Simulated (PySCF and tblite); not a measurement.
Values are calculated unless marked as measured or tabulated.
Molecule: C3H12AsBO, numbered as in [CH3:1][AsH:2][BH2-:3][O+:4]([CH3:5])[CH3:6].

The mean out-of-plane torsion at O4 (0° is planar) is held and the rest relaxed at GFN2-xTB. Energies: revPBE/pcSseg-1 + D3(BJ). (tblite 0.8, PySCF 2.14.)

Spin–orbit effects of heavy atoms are missing.

(1) Give the DFT energy and dipole along the out-of-plane angle.

(2) Where is the lowest sampled point, and what does the planar form cost?

Answers

(1) 
```tsv
out-of-plane angle °	E kcal/mol	dipole D
-37	4.15	5.07
-30	1.53	5.42
-22	0.85	5.66
-11	1.42	5.79
0	1.75	5.82
12	1.11	5.84
23	0.00	5.83
31	0.01	5.73
38	1.94	5.53
```

(2) At 23°; the point at 0° lies 1.75 kcal/mol above it.
